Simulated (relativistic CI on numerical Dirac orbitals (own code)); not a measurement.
# Hyperfine structure of S5+, mass number 33

Calculated at this level of theory: Dirac-Coulomb-Breit CI, KLI orbitals optimised for each configuration, a model potential for QED, valence Slater integrals scaled by 0.85, P86 correlation energy added to each configuration (own radial code, finite nucleus).

Configuration list (outside the closed core [Ne]): 3s, 3p, 3d, 4s, 4p, 4d, 4f, 5s, 5p, 5d, 5f, 5g, 6s, 6p, 6d. Levels of other configurations are missing.

Nuclear spin I = 3/2, μ = 0.64325 μN, Q = -0.0694 b (tables of Stone and Pyykkö). The electronic factors are computed for point nuclear moments, without core polarisation or the Bohr-Weisskopf and QED corrections.

| Level | E (cm⁻¹) | A (MHz) | B (MHz) |
| --- | --- | --- | --- |
| 3s 2S_1/2 | 0 | 4796 |  |
| 3p 2P°_1/2 | 105928 | 1190 |  |
| 3p 2P°_3/2 | 107164 | 233 | -69.9 |
| 3d 2D_3/2 | 247242 | 57.53 | -5.74 |
| 3d 2D_5/2 | 247255 | 24.62 | -8.18 |
| 4s 2S_1/2 | 360584 | 1749 |  |
| 4p 2P°_1/2 | 398986 | 468.8 |  |
| 4p 2P°_3/2 | 399430 | 91.9 | -27.6 |

Levels with J = 0, under 50 % of one LS term, or S terms without an open s electron are left out. Small factors come from cancelling terms and can be off by tens of per cent or more.

At this charge configurations can still be misplaced by up to about 7 % of their energy. 19 of the 19 excited levels that our extract of the measured tables holds in this range could be paired (the sources list more); they are missed by 2158 cm⁻¹ on average and 2969 at most, and levels without a partner can miss by more.

Q: Give the hyperfine levels of 3s 2S_1/2 relative to its centre of gravity.

A: With K = F(F + 1) − I(I + 1) − J(J + 1), E = AK/2: F = 1: -5994, F = 2: 3597 MHz.
